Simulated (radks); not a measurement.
The mean radii <r> (bohr) of the occupied orbitals of an atom or ion are listed with their occupations. All-electron calculation, scalar-relativistic Kohn-Sham, SOGGA, spin-unpolarised, spherical densities, finite nucleus; Fermi nuclear charge, rms radius of each element as measured or else 0.836 A^(1/3) + 0.57 fm. Program: a radial shooting solver on a logarithmic mesh with Libxc functionals.

| orbital | occ. | <r> |
|---|---|---|
| 1s | 2 | 0.06965 |
| 2s | 2 | 0.3252 |
| 2p | 6 | 0.2901 |
| 3s | 2 | 1.008 |
| 3p | 6 | 1.086 |
| 3d | 2 | 1.518 |
| 4s | 1 | 3.191 |

Name the element and its charge.

Answer. Z = 22, titanium, charge +1: Ti+ in [Ar] 3d2 4s1. The 1s radius gives Z: for a bare nucleus <r> = (2 gamma + 1)/(2Z) with gamma = sqrt(1 - (Z/c)^2), 0.06759 bohr for Z = 22, and screening makes it slightly larger (0.06965 here). The occupations add up to 21, and the charge is Z minus that.
